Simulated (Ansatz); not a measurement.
The cluster Rb₃Cl₃⁻ (the lowest doublet isomer of a short search). Total charge -1; doublet. Geometry PBE0-D4/def2-SVPD, basis def2-TZVPD, Ansatz.

```xyz
6

Rb   -2.8066    0.4862   -0.7547
Rb    0.8229   -1.6734    0.1163
Rb    1.2570    2.5850    0.6449
Cl    3.2506    0.3015   -0.0130
Cl   -1.6565   -2.2299   -1.7141
Cl   -0.8674    0.5305    1.7206
```

| run | HOMO (eV) | LUMO (eV) |
| --- | --- | --- |
| A | 0.16 | 1.17 |
| B | -0.27 | 1.64 |
| C | -0.82 | 2.03 |
| D | 0.20 | 0.92 |

In the def2 sets Rb takes a core potential; there is no spin–orbit coupling. LC-ωPBE has ω = 0.4 bohr⁻¹. The structure comes from a short search, and lower isomers may exist.

HOMO and LUMO are taken over both spins.

Question: The runs used CAM-B3LYP, LC-ωPBE, PBE0, r2SCAN0. Estimate which is which.

Answer: A PBE0 (25 % exact exchange); B CAM-B3LYP (range-separated); C LC-ωPBE (range-separated); D r2SCAN0 (25 % exact exchange). Exact exchange lowers occupied and raises empty levels; among semilocal functionals meta-GGAs tend to open the gap a little, and such runs are hard to tell apart. The gap grows from 0.71 eV (r2SCAN0) to 2.85 eV (LC-ωPBE). At PBE0-D4/def2-TZVPD, r2SCAN0-D4/def2-TZVPD the highest occupied level of the charge -1 doublet lies above zero (up to 0.20 eV). It is a level of α spin, whose loss leaves a singlet; that state wasn't run at this geometry and level. The electron is either unbound and held by the finite basis, or the level is raised by self-interaction error.
